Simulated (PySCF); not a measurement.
Vertical excitations of a molecule C3H10OSi from TDA-LC-ωPBE/def2-SVPD (PySCF), as energy in eV (oscillator strength): 7.84 (0.047), 8.62 (0.076), 8.84 (0.054), 9.15 (0.066), 9.48 (0.007), 9.70 (0.046), 9.76 (0.002), 9.80 (0.032), 10.06 (0.005), 10.07 (0.025). Lowest triplet (TDA): 7.47 eV. Geometry: r2SCAN-D4/def2-SVP. Other conformers were not sampled.

### Question
Identify the compound among the candidates.
A. CCO[SiH2]C
B. CC[Si@H](C)O
C. C[Si](C)(C)O
D. C[SiH2]CCO

### Answer
C, C[Si](C)(C)O
